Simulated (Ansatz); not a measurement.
Cartesian coordinates in Å:
```
C 0.791 -0.702 -2.557
C -0.199 -0.694 -1.668
Si -0.174 0.364 -0.149
N 1.431 0.798 0.240
O -0.975 -0.542 0.970
C -1.238 -0.078 2.270
H 0.768 -1.324 -3.448
H 1.671 -0.078 -2.425
H -1.060 -1.336 -1.844
H -0.886 1.666 -0.289
H 1.656 1.688 0.649
H 2.165 0.121 0.368
H -0.314 0.062 2.841
H -1.854 -0.818 2.785
H -1.784 0.874 2.257
```

Charge 0, multiplicity 1.

(1) List the r2SCAN/def2-TZVPP orbital energies in eV (the Gaussian-basis code of Ansatz). (Best estimate.)

Answers

(1) The calculation gave: Occupied: -1791.08, -515.40, -384.69, -274.15, -273.14, -272.67, -141.41, -96.29, -96.28, -96.25, -26.38, -22.11, -19.75, -17.58, -14.82, -13.29, -12.61, -11.91, -11.29, -11.20, -11.05, -10.05, -9.13, -7.83, -7.47, -6.97, -6.85, -6.36. Lowest empty: -1.15, 0.89, 1.41, 2.01, 2.19, 2.56, 2.73, 3.11.
